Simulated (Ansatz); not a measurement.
Ansatz (a first-principles code) input for Mg(I)(SMe) (CH₃IMgS), SMILES C[S][Mg][I], PBE/def2-SVPD. Coordinates come from a PBE0-D3(BJ)/def2-SVP optimisation. The def2 effective core potentials stand for the cores of I; spin–orbit coupling is left out. Other conformers were not sampled.

Ansatz 0.2 input:
```yaml
crystal:
  periodic: [false, false, false]
  atoms:
    - {symbol: Mg, position_ang: [-0.00850826, -0.59903296, -0.58146199]}
    - {symbol: I, position_ang: [0.46018339, 0.97943324, 1.37559619]}
    - {symbol: S, position_ang: [-0.39040570, -2.04398604, -2.32820198]}
    - {symbol: C, position_ang: [-1.89991722, -1.37401246, -3.12376939]}
    - {symbol: H, position_ang: [-2.76761352, -1.39089471, -2.44969937]}
    - {symbol: H, position_ang: [-2.12222499, -2.02787486, -3.97816000]}
    - {symbol: H, position_ang: [-1.75178756, -0.35494542, -3.50734722]}
basis:
  gaussian:
    orbitals: def2-SVPD
hamiltonian:
  xc: {name: PBE}
```

Program output:

```
WARN ansatz: RAYON_NUM_THREADS=1 ignored (pool sized by the plan → 1); use --threads N
Functional definition: PBE
integrals: 0.07 GiB planned
1220 factors; their error is unknown
mean field: 0.40 GiB planned
mean field evaluation 1: about -25447.0627 eV, gradient 4.8e1 eV
mean field evaluation 2: about -25429.0496 eV, gradient 8.7e1 eV
mean field evaluation 4: about -25453.5569 eV, gradient 6.8e0 eV
mean field evaluation 8: about -25453.6610 eV, gradient 1.3e-1 eV
mean field evaluation 16: about -25453.6610 eV, gradient 3.2e-5 eV
mean field -25453.66103364 eV, -935.4047898751 hartree, gradient 3.2e-5 eV, S^2 0.000000; 0 other end points of the search recorded, 0 dependent functions left out
reference -25453.66109829 eV, -935.4047922508 hartree; 31, 31 occupied and 96, 96 virtual orbitals, 1220 factors
Total energy: -25453.66109829 eV, -935.4047922508 hartree
```

Self-consistency was reached.

Cost: roughly 2.7 core-seconds.
